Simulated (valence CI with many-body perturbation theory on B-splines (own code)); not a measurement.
**Rh31+: electric-dipole lines**

Level of theory: relativistic CI+MBPT: four valence electrons over a frozen Dirac-Fock core [Ne], a basis of 11 s, 11 p, 9 d, 7 f, 5 g, 2 h, 1 i functions for each j, with the one-electron correlation potential Σ1 (screened to all orders), the two-electron term Σ2, the three-electron term Σ3, Breit, model QED; selected single and double excitations, second order for the rest (own B-spline code, finite nucleus).

The last digits are not significant, and no measured levels were compared; by estimate large intervals hold to a few tenths of a per cent, small ones and those within an open d or f shell to about a per cent.

Lines 151 to 200 of 233 in falling wavelength, among levels below 301.54 eV, chosen from the strongest by gf and those to the six lowest levels. Wavelengths and rates use the calculated energies. Electric multipoles are in the length gauge, E1 and E2 with the static RPA response of the core. Weak lines are less certain than strong ones. Lines between different terms over intervals too small for the method are left out, as are lines whose strength nearly cancels. Where a level lies close to another of its J and parity, the split of strength between their lines is uncertain. The highest levels of a list are the least certain.

Levels are named by their leading jj configuration (3d3/2^4 stands for four electrons in 3d with j = 3/2), which in mixed levels can hold well under half, so a name can repeat and another be missing. Letters in brackets count levels of one name in rising energy.

| λ vac (nm) | Upper | Lower | A (s⁻¹) | log gf | Branch % |
| --- | --- | --- | --- | --- | --- |
| 8.757 | (3s 3p1/2 3p3/2 3d5/2) J=1 [b] | (3s^2 3p1/2 3d3/2) J=2 | 1.06e+10 | -1.44 | 12.5 |
| 8.732 | (3s 3p1/2 3p3/2 3d5/2) J=2 [f] | (3s 3p1/2 3p3/2^2) J=2 [b] | 1.73e+10 | -1.00 | 7.6 |
| 8.703 | (3s 3p1/2 3p3/2 3d3/2) J=2 [c] | (3s 3p1/2^2 3p3/2) J=1 | 4.68e+10 | -0.58 | 42.4 |
| 8.677 | (3s 3p3/2^2 3d3/2) J=1 [b] | (3s 3p1/2 3p3/2^2) J=2 [b] | 8.33e+10 | -0.55 | 37.5 |
| 8.676 | (3s 3p1/2 3p3/2 3d3/2) J=3 [a] | (3s 3p1/2^2 3p3/2) J=2 | 9.57e+09 | -1.12 | 73.6 |
| 8.660 | (3s 3p3/2^2 3d3/2) J=1 [a] | (3s 3p1/2 3p3/2^2) J=0 | 6.63e+10 | -0.65 | 26.8 |
| 8.653 | (3s^2 3p3/2 3d5/2) J=3 | (3s^2 3p3/2^2) J=2 | 1.58e+11 | 0.09 | 87.8 |
| 8.627 | (3s 3p3/2^3) J=2 | (3s^2 3p1/2 3p3/2) J=2 | 1.27e+10 | -1.15 | 42.7 |
| 8.510 | (3p3/2^4) J=0 | (3s 3p1/2 3p3/2^2) J=1 [a] | 5.33e+10 | -1.24 | 45.0 |
| 8.499 | (3s 3p1/2 3p3/2 3d3/2) J=2 [b] | (3s 3p1/2^2 3p3/2) J=2 | 1.51e+10 | -1.09 | 25.3 |
| 8.448 | (3s 3p1/2 3p3/2 3d5/2) J=2 [c] | (3s^2 3p1/2 3d3/2) J=2 | 1.77e+10 | -1.02 | 11.2 |
| 8.411 | (3s 3p1/2 3p3/2 3d3/2) J=2 [e] | (3s^2 3p1/2 3d3/2) J=2 | 3.00e+10 | -0.80 | 12.8 |
| 8.401 | (3s 3p1/2 3p3/2 3d5/2) J=3 [c] | (3s 3p1/2 3p3/2^2) J=2 [a] | 6.11e+10 | -0.34 | 42.3 |
| 8.342 | (3s 3p3/2^3) J=2 | (3s^2 3p1/2 3p3/2) J=1 | 7.28e+09 | -1.42 | 24.5 |
| 8.306 | (3s 3p3/2^2 3d5/2) J=4 | (3s 3p1/2 3p3/2^2) J=3 | 2.10e+10 | -0.71 | 82.5 |
| 8.275 | (3s 3p1/2 3p3/2 3d5/2) J=3 [e] | (3s^2 3p1/2 3d3/2) J=2 | 5.07e+09 | -1.44 | 2.9 |
| 8.269 | (3s 3p3/2^2 3d3/2) J=1 [b] | (3s 3p1/2 3p3/2^2) J=0 | 1.44e+10 | -1.35 | 6.5 |
| 8.207 | (3s 3p1/2 3p3/2 3d5/2) J=3 [d] | (3s 3p1/2 3p3/2^2) J=2 [a] | 1.71e+10 | -0.92 | 15.7 |
| 8.157 | (3s^2 3p3/2 3d5/2) J=1 | (3s^2 3p3/2^2) J=2 | 3.17e+10 | -1.02 | 14.7 |
| 8.126 | (3s 3p1/2 3p3/2 3d5/2) J=3 [e] | (3s 3p1/2 3p3/2^2) J=3 | 8.90e+09 | -1.21 | 5.0 |
| 8.114 | (3s 3p1/2 3p3/2 3d3/2) J=1 [c] | (3s 3p1/2^2 3p3/2) J=1 | 9.44e+10 | -0.55 | 47.4 |
| 8.085 | (3s 3p3/2^2 3d3/2) J=3 | (3s^2 3p1/2 3d3/2) J=2 | 5.08e+09 | -1.46 | 2.5 |
| 8.076 | (3s 3p1/2 3p3/2 3d5/2) J=2 [d] | (3s 3p1/2 3p3/2^2) J=3 | 2.60e+10 | -0.90 | 13.2 |
| 8.075 | (3s 3p1/2 3p3/2 3d5/2) J=1 [a] | (3s 3p1/2^2 3p3/2) J=2 | 8.68e+07 | -3.59 | 0.3 |
| 8.074 | (3s 3p1/2 3p3/2^2) J=1 [a] | (3s^2 3p1/2^2) J=0 | 2.97e+10 | -1.06 | 44.4 |
| 8.039 | (3s 3p1/2 3p3/2 3d5/2) J=2 [a] | (3s 3p1/2^2 3p3/2) J=2 | 2.29e+09 | -1.96 | 8.0 |
| 7.965 | (3s 3p1/2 3p3/2 3d5/2) J=3 [a] | (3s 3p1/2^2 3p3/2) J=2 | 8.63e+10 | -0.24 | 82.8 |
| 7.943 | (3s 3p3/2^2 3d3/2) J=3 | (3s 3p1/2 3p3/2^2) J=3 | 1.08e+11 | -0.14 | 53.1 |
| 7.888 | (3s 3p1/2 3p3/2 3d5/2) J=2 [f] | (3s^2 3p1/2 3d3/2) J=2 | 1.31e+10 | -1.21 | 5.7 |
| 7.874 | (3s 3p1/2 3p3/2 3d5/2) J=2 [c] | (3s 3p1/2 3p3/2^2) J=2 [a] | 1.98e+10 | -1.04 | 12.5 |
| 7.823 | (3s^2 3p3/2 3d3/2) J=1 | (3s^2 3p1/2 3p3/2) J=2 | 2.04e+10 | -1.25 | 8.9 |
| 7.819 | (3s 3p1/2 3p3/2 3d3/2) J=2 [c] | (3s 3p1/2^2 3p3/2) J=2 | 2.31e+09 | -1.98 | 2.1 |
| 7.759 | (3s^2 3p3/2 3d3/2) J=2 | (3s^2 3p1/2 3p3/2) J=2 | 1.76e+11 | -0.10 | 63.6 |
| 7.753 | (3s 3p1/2 3p3/2 3d5/2) J=2 [f] | (3s 3p1/2 3p3/2^2) J=3 | 1.95e+10 | -1.06 | 8.5 |
| 7.704 | (3s 3p1/2 3p3/2 3d3/2) J=2 [d] | (3s 3p1/2^2 3p3/2) J=2 | 1.64e+11 | -0.14 | 93.4 |
| 7.700 | (3s^2 3p3/2 3d3/2) J=3 | (3s^2 3p1/2 3p3/2) J=2 | 1.91e+11 | 0.07 | 94.2 |
| 7.686 | (3s 3p1/2 3p3/2 3d3/2) J=1 [d] | (3s 3p1/2^2 3p3/2) J=1 | 1.12e+11 | -0.53 | 49.1 |
| 7.677 | (3s 3p1/2 3p3/2 3d5/2) J=2 [d] | (3s 3p1/2 3p3/2^2) J=2 [a] | 5.42e+10 | -0.62 | 27.6 |
| 7.653 | (3s 3p3/2^2 3d3/2) J=1 [a] | (3s 3p1/2 3p3/2^2) J=2 [a] | 1.19e+11 | -0.50 | 48.3 |
| 7.653 | (3s 3p1/2 3p3/2 3d3/2) J=1 [b] | (3s 3p1/2^2 3p3/2) J=2 | 1.83e+11 | -0.32 | 96.5 |
| 7.638 | (3s 3p1/2 3p3/2 3d5/2) J=3 [b] | (3s 3p1/2^2 3p3/2) J=2 | 4.05e+10 | -0.61 | 61.1 |
| 7.618 | (3s 3p1/2 3p3/2 3d5/2) J=2 [e] | (3s 3p1/2 3p3/2^2) J=2 [a] | 1.68e+10 | -1.14 | 8.7 |
| 7.588 | (3s^2 3p3/2 3d3/2) J=1 | (3s^2 3p1/2 3p3/2) J=1 | 1.89e+11 | -0.31 | 82.9 |
| 7.565 | (3s 3p1/2 3p3/2 3d3/2) J=0 [c] | (3s 3p1/2^2 3p3/2) J=1 | 4.37e+10 | -1.43 | 35.6 |
| 7.557 | (3s 3p3/2^2 3d3/2) J=3 | (3s 3p1/2 3p3/2^2) J=2 [a] | 6.15e+10 | -0.43 | 30.2 |
| 7.556 | (3s 3p1/2 3p3/2^2) J=1 [b] | (3s^2 3p1/2^2) J=0 | 1.54e+11 | -0.40 | 64.1 |
| 7.528 | (3s^2 3p3/2 3d3/2) J=2 | (3s^2 3p1/2 3p3/2) J=1 | 9.70e+10 | -0.38 | 35.0 |
| 7.462 | (3s 3p3/2^2 3d5/2) J=0 | (3s 3p1/2^2 3p3/2) J=1 | 7.73e+10 | -1.19 | 60.8 |
| 7.462 | (3s^2 3p3/2 3d3/2) J=0 | (3s^2 3p1/2 3p3/2) J=1 | 1.98e+11 | -0.78 | 100.0 |
| 7.432 | (3s 3p1/2 3p3/2 3d5/2) J=2 [b] | (3s 3p1/2^2 3p3/2) J=2 | 3.59e+10 | -0.83 | 23.7 |

(1) How does gf follow from A for the line at 7.432 nm?

## Answers

(1) gf = 1.4992 × (2J+1)_upper × A / σ², with σ = 1345448 cm⁻¹ and 2J+1 = 5: gf = 0.149.
